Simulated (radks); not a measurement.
The numbers below are computed, except where a source is named.
Task: Mean orbital radii <r> (bohr) of neutral chromium, [Ar] 3d5 4s1, of relativity; Dirac values are averaged over j with weights 2j + 1. Spin-unpolarised spherical Kohn-Sham, LDA (Slater exchange, Perdew-Wang correlation), point nucleus unless stated (finite: rms radius 3.6452 fm), a radial shooting solver on a logarithmic mesh with Libxc functionals. A level marked "c x" has the speed of light scaled by that factor and shares open shells by 2j + 1; other Dirac levels either fill j = l - 1/2 first or share by 2j + 1.

| shell | non-rel. |
|---|---|
| 1s | 0.06431 |
| 2s | 0.2968 |
| 2p | 0.2613 |
| 3s | 0.9121 |
| 3p | 0.9705 |
| 4s | 3.437 |
| 3d | 1.499 |
| 4p (empty) | 5.071 |
| 5s (empty) | 18.26 |

Give the values at the level "Dirac, 2j+1 shares, finite nucleus".

Result: 
shell       Dirac, 2j+1 shares, finite nucleus  change of magnitude (%)
1s                                     0.06367                    -0.99
2s                                      0.2937                    -1.04
2p                                      0.2602                    -0.44
3s                                      0.9036                    -0.93
3p                                      0.9672                    -0.34
4s                                       3.396                    -1.20
3d                                       1.511                    +0.82
4p (empty)                               5.046                    -0.50
5s (empty)                               17.96                    -1.65
